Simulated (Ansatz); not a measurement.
Calculated with Ansatz (gas phase, PBE0-D4/def2-TZVP geometries, no zero-point term in ΔE). CCSD(T)/CBS is the MP2 limit (def2-TZVPP, def2-QZVPP) plus CCSD(T) − MP2 in def2-TZVPP, frozen cores. For Se outer-core shells are correlated without core-valence functions, which leaves a few kJ/mol of doubt a bond. Scalar relativity is left out up to krypton. Each species was taken in one conformer, which may not be the lowest.

Consider the isomerisation: `C[Se]BCF` → `CC[Se]BF`.

| level | ΔE (kJ/mol) |
| --- | --- |
| MP2/def2-TZVPP | -198.6 |
| SCS-MP2/def2-TZVPP | -193.6 |

(1) What does CCSD(T)/CBS give? (Estimate.)

Largest T1 diagnostic among the species: 0.012.

## Answers

(1) Ansatz gave: -189.7 kJ/mol. The listed levels differ from it by -8.9, -3.9 kJ/mol.

From PBE to PBE0 (25 % exact exchange), in def2-TZVPP and without D4, ΔE moves by −3.6 kJ/mol. In def2-TZVPP, CCSD(T) changes the Hartree–Fock value by −3.8 kJ/mol (the triples alone add −0.6 kJ/mol) and MP2 by −12.9 kJ/mol.
